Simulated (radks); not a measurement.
Problem. The osmium ion Os3+, [Xe] 4f14 5d5. Calculated with a radial shooting solver on a logarithmic mesh with Libxc functionals: non-relativistic Kohn-Sham, PBE, spin-polarised, spherical densities, point nucleus. Every spin shell is full or empty, so the densities are truly spherical. Functionals are evaluated on that one density, not self-consistently. Rank these orbital-free kinetic functionals by their error against the exact value of the orbitals, and give that value: Thomas-Fermi, von Weizsacker, TF + vW, TF + vW/9, TF + vW/5, LC94, APBEK, revAPBEK, Perdew 92, Thakkar, Pearson, LKT, PG1, DePristo-Kress, Ernzerhof.

Solution. Exact: 16288.5 hartree. From best to worst, with 100 (|E| - |E exact|)/|E exact| (equal figures are ties): LC94 -0.01, APBEK +0.02, revAPBEK +0.16, DePristo-Kress -0.22, Ernzerhof -0.50, Perdew 92 -0.71, TF + vW/9 -0.72, Thakkar -0.79, Pearson -0.88, TF + vW/5 +2.49, Thomas-Fermi -4.72, PG1 +12.64, LKT +16.21, TF + vW +31.33, von Weizsacker -63.95.
